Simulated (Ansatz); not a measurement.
A set of 12 reactions (silylene extrusion), with CCSD(T)/CBS values in kJ/mol:

```tsv
reaction	ΔE
`C[Si](C)(Cl)C#N` → `CC#N` + `C[Si]Cl`	253.2
`C[Si](C)(O)O` → `CC` + `O[Si]O`	187.8
`CC(=S)[SiH2]O` → `CC(O)=S` + `[SiH2]`	333.4
`C[SiH2]BS` → `BS` + `C[SiH]`	222.6
`N[SiH](N)F` → H–F + `N[Si]N`	285.8
`C[SiH2][SiH](O)O` → `O[SiH2]O` + `C[SiH]`	217.7
`N[SiH](O)Cl` → `NO` + `[SiH]Cl`	608.5
`O[SiH](S)[SiH2][SiH3]` → `O[SiH2][SiH3]` + `[SiH]S`	186.9
`[SiH3]N[SiH2][SiH2]Cl` → `[SiH3]N[SiH2]Cl` + `[SiH2]`	212.4
`[SiH3][CH2][GaH2]` → `[CH3][GaH2]` + `[SiH2]`	246.9
`CC(C)[SiH3]` → `CCC` + `[SiH2]`	223.3
`C[SiH](C)[AlH][Cl]` → `[AlH2][Cl]` + `C[Si]C`	229.8
```

Program: Ansatz. Geometries: PBE0-D4/def2-TZVP. ΔE: electronic, gas phase. CCSD(T)/CBS is the MP2 limit (def2-TZVPP, def2-QZVPP) plus CCSD(T) − MP2 in def2-TZVPP, frozen cores. This one scheme is used for every species. DFT in def2-TZVPP. B3LYP here is the variant with VWN-RPA as its local correlation; programs differ in this. For Ga outer-core shells are correlated without core-valence functions, which leaves a few kJ/mol of doubt a bond. Scalar relativity is left out up to krypton. Each species was taken in one conformer, which may not be the lowest.

Problem. Give the mean, mean absolute and largest difference (level minus CCSD(T)/CBS, kJ/mol) for: PBE-D4, PBE0-D4, B3LYP-D4, ωB97M-V, B2PLYP, r2SCAN, SCS-MP2/def2-TZVPP, CCSD(T)/def2-TZVPP, HF/def2-QZVPP, MP2/def2-QZVPP, SCS-MP2/def2-QZVPP, HF/CBS(def2), MP2/CBS(def2), CCSD/CBS(def2). (Best estimate.)

Solution. The calculation gave: 
```json
{"level": "PBE-D4", "mean": "-3.9", "mean absolute": "13.5", "largest": "-38.2"}
{"level": "PBE0-D4", "mean": "7.9", "mean absolute": "11.5", "largest": "21.2"}
{"level": "B3LYP-D4", "mean": "-8.5", "mean absolute": "8.5", "largest": "-21.8"}
{"level": "ωB97M-V", "mean": "-8.4", "mean absolute": "8.4", "largest": "-15.4"}
{"level": "B2PLYP", "mean": "-10.1", "mean absolute": "10.1", "largest": "-14.9"}
{"level": "r2SCAN", "mean": "12.3", "mean absolute": "12.3", "largest": "19.6"}
{"level": "SCS-MP2/def2-TZVPP", "mean": "-1.2", "mean absolute": "3.7", "largest": "-6.3"}
{"level": "CCSD(T)/def2-TZVPP", "mean": "-6.7", "mean absolute": "6.7", "largest": "-11.6"}
{"level": "HF/def2-QZVPP", "mean": "-18.5", "mean absolute": "22.0", "largest": "-30.2"}
{"level": "MP2/def2-QZVPP", "mean": "15.1", "mean absolute": "15.1", "largest": "32.9"}
{"level": "SCS-MP2/def2-QZVPP", "mean": "3.2", "mean absolute": "4.4", "largest": "13.2"}
{"level": "HF/CBS(def2)", "mean": "-18.4", "mean absolute": "22.0", "largest": "-30.2"}
{"level": "MP2/CBS(def2)", "mean": "17.8", "mean absolute": "17.8", "largest": "36.9"}
{"level": "CCSD/CBS(def2)", "mean": "-3.0", "mean absolute": "3.7", "largest": "-5.8"}
```

The largest T1 diagnostic in the set is 0.017, for `CC(O)=S` (customary mark 0.02).

CCSD(T)/CBS is a level of theory with its own doubt, and the functionals carry their triple-zeta basis error, so these figures describe this set and don't rank the functionals.
